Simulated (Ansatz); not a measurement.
A nudged elastic band was laid between two geometries of H4OSeSn (7 atoms, charge 0, multiplicity 1).

These are results of RKS PBE0-D4/def2-SVP (Ansatz 0.2.0), not measurements.

| Item | Value |
| --- | --- |
| movable images | 7 |
| climbing image | yes |
| spring | 5.0 eV/Å² |
| optimiser | quadratic models (default) |
| start path | through a guess of the saddle point |
| force threshold | 0.03 eV/Å |
| iteration limit | 60 |
| end points | relaxed |

Initial state:

```xyz
7
Properties=species:S:1:pos:R:3
O -1.732 -0.248 -0.693
Sn -0.076 0.648 -0.057
Se 1.897 -0.937 -0.297
H -1.682 -1.206 -0.593
H 0.123 1.969 -1.117
H -0.256 1.050 1.598
H 1.787 -1.345 1.113
```

Final state:

```xyz
7
Properties=species:S:1:pos:R:3
O -1.707 -0.447 -0.232
Sn -0.067 0.648 0.013
Se 2.002 -0.806 -0.215
H -1.655 -1.012 -1.012
H 0.058 1.826 -1.225
H -0.260 1.251 1.596
H 1.688 -1.528 1.028
```

**Question.** What changes between the two ends?

**Answer.** No bond is made or broken. The dihedral H4–O1–Sn2–Se3 goes from 28 to -48°.

**Question.** What energy profile does the band end with?

**Answer.** The forces met the threshold. The highest image is number 4 of 0 to 8, 0.071 eV above the first end and 0.090 eV above the last; the last end lies 0.019 eV below the first. A vibrational analysis at the climbing image gives one clearly imaginary mode, 86i cm⁻¹: a first-order saddle point.

```json
{"image": "0", "path coordinate (Å)": "0.00", "energy (eV)": "0.000", "dihedral H4–O1–Sn2–Se3 (°)": "28"}
{"image": "1", "path coordinate (Å)": "0.46", "energy (eV)": "0.009", "dihedral H4–O1–Sn2–Se3 (°)": "65"}
{"image": "2", "path coordinate (Å)": "0.92", "energy (eV)": "0.039", "dihedral H4–O1–Sn2–Se3 (°)": "103"}
{"image": "3", "path coordinate (Å)": "1.37", "energy (eV)": "0.065", "dihedral H4–O1–Sn2–Se3 (°)": "148"}
{"image": "4", "path coordinate (Å)": "1.83", "energy (eV)": "0.071", "dihedral H4–O1–Sn2–Se3 (°)": "-173"}
{"image": "5", "path coordinate (Å)": "2.21", "energy (eV)": "0.063", "dihedral H4–O1–Sn2–Se3 (°)": "-139"}
{"image": "6", "path coordinate (Å)": "2.58", "energy (eV)": "0.026", "dihedral H4–O1–Sn2–Se3 (°)": "-103"}
{"image": "7", "path coordinate (Å)": "2.96", "energy (eV)": "-0.009", "dihedral H4–O1–Sn2–Se3 (°)": "-71"}
{"image": "8", "path coordinate (Å)": "3.33", "energy (eV)": "-0.019", "dihedral H4–O1–Sn2–Se3 (°)": "-48"}
```

**Question.** What is the geometry of the highest image?

**Answer.** 
```xyz
7
Properties=species:S:1:pos:R:3:forces:R:3
O -1.415 -0.799 -0.602 -0.01 0.01 0.00
Sn -0.020 0.507 -0.045 0.00 0.00 0.00
Se 2.172 -0.735 -0.192 0.00 0.00 0.00
H -2.286 -0.392 -0.684 0.01 -0.01 0.00
H 0.041 1.803 -1.166 0.00 0.00 0.00
H -0.337 0.989 1.571 0.00 0.00 0.00
H 1.904 -1.441 1.071 0.00 0.00 0.00
```

**Question.** What are the harmonic wavenumbers there?

**Answer.** 86i, 118, 135, 252, 367, 531, 612, 631, 662, 696, 836, 1923, 1936, 2455, 3883 cm⁻¹.

The run took 7.3 min on 2 threads of Intel(R) Xeon(R) Platinum 8375C CPU @ 2.90GHz (Ice Lake), on a shared host, peak memory 0.23 GiB.
